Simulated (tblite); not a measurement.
Species: C₈H₁₈S.
Structure used (GFN2-xTB), in Å, numbered top down from 1:
```
atom  x, y, z in Å
C1     2.069    1.964   -0.085
C2     0.624    1.585   -0.386
C3     0.310    0.151    0.037
S4     1.310   -0.990   -1.021
C5     2.325   -1.807    0.244
C6    -1.184   -0.234    0.002
C7    -1.761   -0.062   -1.404
C8    -1.332   -1.699    0.429
C9    -1.971    0.631    0.994
H10    2.261    2.990   -0.391
H11    2.275    1.881    0.981
H12    2.754    1.314   -0.624
H13   -0.038    2.273    0.142
H14    0.445    1.691   -1.457
H15    0.684   -0.010    1.052
H16    2.977   -2.496   -0.282
H17    1.686   -2.353    0.932
H18    2.919   -1.067    0.774
H19   -1.786    0.986   -1.692
H20   -2.776   -0.449   -1.441
H21   -1.157   -0.606   -2.126
H22   -0.802   -2.353   -0.259
H23   -2.381   -1.985    0.430
H24   -0.938   -1.849    1.433
H25   -2.989    0.255    1.076
H26   -2.025    1.667    0.671
H27   -1.517    0.599    1.983
```

Computed values, GFN2-xTB/tblite, gas phase, harmonic and unscaled. Against measured fundamentals such values can be off by several per cent, at times by over 20. One conformer, not necessarily the lowest.

Harmonic wavenumbers (cm⁻¹): 52.7, 68.2, 94.9, 154.2, 170.4, 180.3, 218.3, 227.3, 238.7, 246.3, 257.8, 289.5, 319.6, 344.5, 374.6, 423.0, 453.8, 525.7, 683.3, 732.0, 806.4, 842.6, 921.7, 943.2, 948.1, 960.3, 964.9, 967.1, 985.7, 1031.1, 1037.3, 1064.7, 1096.9, 1125.6, 1184.4, 1229.4, 1244.5, 1257.5, 1270.4, 1300.7, 1315.6, 1344.4, 1405.1, 1407.2, 1412.7, 1429.8, 1455.0, 1456.1, 1473.3, 1491.1, 1496.2, 1498.5, 1504.5, 1508.1, 1509.0, 1512.3, 1518.2, 2937.3, 2982.9, 2997.4, 3013.7, 3018.6, 3020.3, 3023.8, 3024.2, 3029.3, 3031.3, 3035.2, 3035.8, 3037.3, 3040.9, 3042.2, 3044.5, 3046.7, 3058.6.

A = 1568, B = 1108, C = 832.7 MHz; mass 146.113 u (most abundant isotopes); point group C1, symmetry number 1.

**Question.** Zero-point energy?

**Answer.** Half the sum of the wavenumbers: 53197 cm⁻¹ = 636.38 kJ/mol.

**Question.** Give the ideal-gas entropy at 273.15 K and 1 bar in the rigid-rotor, harmonic-oscillator model (classical rotation).

**Answer.** Translation 169.20, rotation 123.54, vibration 148.16: S = 440.9 J/(mol K).

**Question.** And Cp and H(273.15 K) − H(0)?

**Answer.** Cp = 190.69 J/(mol K), of which vibrations give 157.44 (their classical limit is 75 R = 623.6); H(273.15 K) − H(0) = 31.27 kJ/mol without the zero-point energy, 22.19 from vibrations.

**Question.** Blend soft modes into free rotors: weight 1/[1 + (100 cm⁻¹/ν̃)⁴] for the oscillator and the rest for a rotor with moment μB/(μ + B), μ = h/(8π²ν), B = 10⁻⁴⁴ kg m². What vibrational entropy results?

**Answer.** 139.55 J/(mol K) in place of 148.16, which changes −T·S at 273.15 K by +2.35 kJ/mol.

**Question.** How do the functions run with temperature in this model?

**Answer.** 
```csv
T (K),S (J/(mol K)),Cp (J/(mol K)),H − H(0) (kJ/mol),G − H(0) (kJ/mol),ln q(vib)
50,249.5,58.1,2.12,-10.36,0.50
100,301.8,96.9,6.00,-24.18,1.89
298.15,458.2,204.1,36.21,-100.39,8.94
373.15,508.4,244.9,53.05,-136.65,11.59
500,589.2,309.0,88.29,-206.32,16.00
750,733.8,404.6,178.27,-372.11,24.42
1000,859.8,470.2,288.10,-571.67,32.36
```

q(vib) and H(0) count from the zero-point level.

Hindered rotation and anharmonicity are outside this model. Other conformers, if any are populated, would add a mixing term that is left out. The structure is chiral; the term R ln 2 for an equal mix with its mirror image is left out.
